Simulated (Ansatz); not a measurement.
Ansatz (a program for electronic structure) input (B3LYP-D3(BJ)/def2-TZVP):

Ansatz 0.2 input:
```yaml
crystal:
  periodic: [false, false, false]
  atoms:
    - {symbol: C, position_ang: [2.23728969, -0.01290709, 0.49501178]}
    - {symbol: C, position_ang: [1.30982206, -0.29111652, -0.46297752]}
    - {symbol: C, position_ang: [0.25922601, 0.49367576, -0.92307230]}
    - {symbol: C, position_ang: [-1.02445410, 0.60351060, -0.66612649]}
    - {symbol: C, position_ang: [-1.83835404, -0.18346605, 0.36448539]}
    - {symbol: H, position_ang: [3.15373577, -0.58465861, 0.59693938]}
    - {symbol: H, position_ang: [2.12498520, 0.82654328, 1.16849671]}
    - {symbol: H, position_ang: [1.54184000, -1.14657678, -1.11497224]}
    - {symbol: H, position_ang: [-1.64773325, 1.32002518, -1.21899988]}
    - {symbol: H, position_ang: [-2.31873217, 0.48406072, 1.09136691]}
    - {symbol: H, position_ang: [-2.63394332, -0.77179061, -0.11287867]}
    - {symbol: H, position_ang: [-1.18403015, -0.86551345, 0.90673431]}
basis:
  gaussian:
    orbitals: def2-TZVP
hamiltonian:
  xc: b3lyp
  dispersion: d3bj
total_charge: -1
relax: {f_tol: 0.002, max_steps: 150}
```

End of the output:

```
relax step  11: F+E_penalty+E_count = -5299.53680283 eV  Δ(F+E_penalty+E_count) = -1.181e-5 eV  max|allowed force component| = 3.368e-3 eV/Å  Δτ_max = 0.0015 Å  (33 SCF iters, accepted)
these checks for a lower state are left out or cut short: starts, cluster_reference, orbital_swaps, neighbouring_geometries, increment
integrals: 0.10 GiB planned
1208 factors; their error is unknown
mean field: 0.99 GiB planned
mean field evaluation 96: about -5299.1454 eV, gradient 2.0e-5 eV
mean field -5299.14539139 eV, -194.7400012439 hartree, gradient 2.0e-5 eV, S^2 0.000000; 0 other end points of the search recorded, 0 dependent functions left out
the calculation of the forces begins
reference -5299.14567845 eV, -194.7400117931 hartree; 19, 19 occupied and 178, 178 virtual orbitals, 1208 factors
relax step  12: F+E_penalty+E_count = -5299.53680528 eV  Δ(F+E_penalty+E_count) = -2.451e-6 eV  max|allowed force component| = 1.750e-3 eV/Å  Δτ_max = 0.0019 Å  (34 SCF iters, accepted)
integrals: 0.10 GiB planned
1208 factors; their error is unknown
mean field: 0.99 GiB planned
mean field -5299.14539139 eV, -194.7400012439 hartree, gradient 2.0e-5 eV, S^2 0.000000; 1 other end points of the search recorded, 0 dependent functions left out
the calculation of the forces begins
reference -5299.14567845 eV, -194.7400117931 hartree; 19, 19 occupied and 178, 178 virtual orbitals, 1208 factors
Total energy: -5299.53709234 eV, -194.7543959881 hartree
Atom 0 at     2.133926    -0.045008     0.534614 Å, force     0.000208     0.000388     0.000424 eV/Å
Atom 1 at     1.281594    -0.239113    -0.519992 Å, force     0.001473     0.001602     0.000227 eV/Å
Atom 2 at     0.255053     0.565883    -1.048797 Å, force    -0.001420    -0.000655    -0.001750 eV/Å
Atom 3 at    -1.030170     0.634573    -0.709151 Å, force    -0.000297    -0.000655     0.000595 eV/Å
Atom 4 at    -1.727915    -0.179124     0.370772 Å, force    -0.000662    -0.000425    -0.001109 eV/Å
Atom 5 at     2.975444    -0.707351     0.705284 Å, force     0.000594    -0.000006    -0.000175 eV/Å
Atom 6 at     2.050431     0.825848     1.176421 Å, force     0.000035    -0.000319     0.000563 eV/Å
Atom 7 at     1.492841    -1.129357    -1.125601 Å, force    -0.001171    -0.001117     0.000389 eV/Å
Atom 8 at    -1.707629     1.325630    -1.228970 Å, force     0.000527     0.001286     0.000730 eV/Å
Atom 9 at    -2.242424     0.458417     1.105374 Å, force     0.000059     0.000066    -0.000608 eV/Å
Atom 10 at    -2.498438    -0.845992    -0.046240 Å, force     0.000502    -0.000183     0.000375 eV/Å
Atom 11 at    -1.003063    -0.792618     0.910295 Å, force     0.000151     0.000019     0.000340 eV/Å
Dipole moment:    -0.422208    -0.330716     0.318343 e Å
```

It need not be the lowest isomer of its formula. Whether it binds its extra electron was not tested at this geometry.
